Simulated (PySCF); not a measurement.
SMILES [OH][Al]([OH])[SiH2][Si](O)(O)O (H7AlO5Si2), GFN2-xTB optimised geometry.

```
15

Si     0.78    -0.81     0.00
O      0.59     0.90     0.00
O      0.41    -1.27     1.53
O      2.42    -0.81     0.00
Si    -0.72    -0.97    -1.75
Al    -0.97     1.34    -1.06
O     -2.16     1.45     0.09
O     -0.46     2.54    -2.08
H      1.23     1.42     0.50
H     -0.50    -1.28     1.81
H      2.88    -1.62     0.17
H     -1.60    -2.12    -1.42
H      0.03    -1.54    -2.89
H     -2.88     1.62     0.68
H     -0.15     3.18    -2.70
```

Density from B3LYP/def2-TZVP run with PySCF at that geometry.

Minimum of the electron density along straight lines between bonded atoms, close to the bond critical point (lines longer than 1.1 times the sum of covalent radii, or with two minima, are not listed):

| bond | length / Å | ρ at the minimum / e bohr⁻³ | ∇²ρ there / e bohr⁻⁵ | position (fraction from the first atom) |
|---|---|---|---|---|
| Si1–O2 | 1.712 | 0.117 | (withheld) | 0.41 |
| Si1–O3 | 1.642 | 0.140 | 0.81 | 0.41 |
| Si1–O4 | 1.637 | 0.142 | 0.84 | 0.41 |
| Si1–Si5 | 2.309 | 0.092 | -0.08 | 0.64 |
| O2–Al6 | 1.941 | 0.055 | (withheld) | 0.58 |
| Si5–Al6 | 2.423 | 0.058 | (withheld) | 0.64 |
| Al6–O7 | 1.661 | 0.109 | 0.89 | 0.44 |
| Al6–O8 | 1.654 | 0.112 | 0.93 | 0.44 |
| O2–H9 | 0.962 | 0.353 | -2.44 | 0.81 |
| O3–H10 | 0.952 | 0.364 | -2.51 | 0.81 |
| O4–H11 | 0.951 | 0.365 | -2.53 | 0.81 |
| Si5–H12 | 1.485 | 0.117 | 0.18 | 0.49 |
| Si5–H13 | 1.481 | 0.118 | 0.17 | 0.49 |
| O7–H14 | 0.944 | 0.367 | -2.58 | 0.81 |
| O8–H15 | 0.943 | 0.367 | -2.60 | 0.82 |

Task: Fill in the missing entries.

Result: 
- Si1–O2, ∇²ρ there / e bohr⁻⁵: 0.63
- O2–Al6, ∇²ρ there / e bohr⁻⁵: 0.33
- Si5–Al6, ∇²ρ there / e bohr⁻⁵: 0.05
